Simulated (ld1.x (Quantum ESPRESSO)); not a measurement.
# Before and after: PAW potential for B

- Element: B
- Generator: ld1.x (Quantum ESPRESSO) 7.5
- Type: PAW
- Functional: PBEsol
- Relativity: scalar-relativistic
- Frozen core: [He]
- Valence charge: 3
- Reference configuration: 2s2 2p1
- Partial waves: 2s (bound): rcut 1.30, rcutus 1.45 bohr; 2s channel at -0.25 Ry: rcut 1.30, rcutus 1.45 bohr; 2p (bound): rcut 2.80, rcutus 3.55 bohr; 2p channel at 4.45 Ry: rcut 2.80, rcutus 3.55 bohr
- Local potential: all-electron potential smoothed inside 2.95 bohr (lloc = -2)
- Core correction: Bessel-smoothed model core, default radius (core density twice the valence density)
- Augmentation charge: PSQ, radius 0.95 bohr

All-electron outer shells of the reference configuration (PBEsol, scalar-relativistic, ld1.x):

| shell | level (eV) | outermost node (bohr) | outermost maximum (bohr) |
| --- | --- | --- | --- |
| 1s | -179.55 | – | 0.21 |
| 2s | -9.36 | 0.46 | 1.52 |
| 2p | -3.56 | – | 1.59 |

Change: waves 2s (bound): rcut 1.30, rcutus 2.08 bohr; 2s channel at -0.25 Ry: rcut 1.30, rcutus 2.08 bohr.

Cutoffs: the cutoffs (Ry, on a coarse ladder) from which the occupation-weighted sum of valence levels, in a spherical-Bessel basis at the reference potential, stays within 10 and 1 mRy of its value at 400 Ry; they do not see the model core or the augmentation charge, which bear on the density cutoff. Errors are all-electron minus pseudo energies relative to the spin-unpolarised reference configuration.

Problem. What does the change do?

Solution. The potential gets softer (6 Ry and 15 Ry → 6 Ry and 10 Ry); of the 7 tests that both files solve, the error grows in 0 and shrinks in 2 by more than 15 % and 0.3 meV (median size 11.9 → 9.6 meV); neither file shows a bound ghost. A larger radius leaves more room for a smooth pseudo-wave, so fewer plane waves are needed.

```csv
quantity,base,changed
"cutoff, loose",6 Ry,6 Ry
"cutoff, tight",15 Ry,10 Ry
bound ghosts,none,none
"error for 2s2 2p0, meV [ΔE 8.14 eV]",+8.9,+1.4
"error for 2s1 2p0, meV [ΔE 33.40 eV]",+56,+5.7
"error for 2s2 2p0.5, meV [ΔE 2.86 eV]",-19,-21
"error for 2s0 2p3, meV [ΔE 11.66 eV]",-9.6,-9.6
"error for 2s2 2p1.3, meV [ΔE -0.72 eV]",-12,-12
"error for 2s1 2p1, meV [ΔE 14.26 eV]",-179,-186
"error for 2s1 2p2, meV [ΔE 5.82 eV]",-2.1,-2.1
s: phases at 3.85 bohr within 0.05 rad from the reference energy up to (Ry; the scan ends near 5),2.7,3.3
p: phases at 3.85 bohr within 0.05 rad from the reference energy up to (Ry; the scan ends near 5),-0.1,-0.1
lowest overlap eigenvalue by channel,"s 0.08, p 0.21","s 0.64, p 0.21"
```
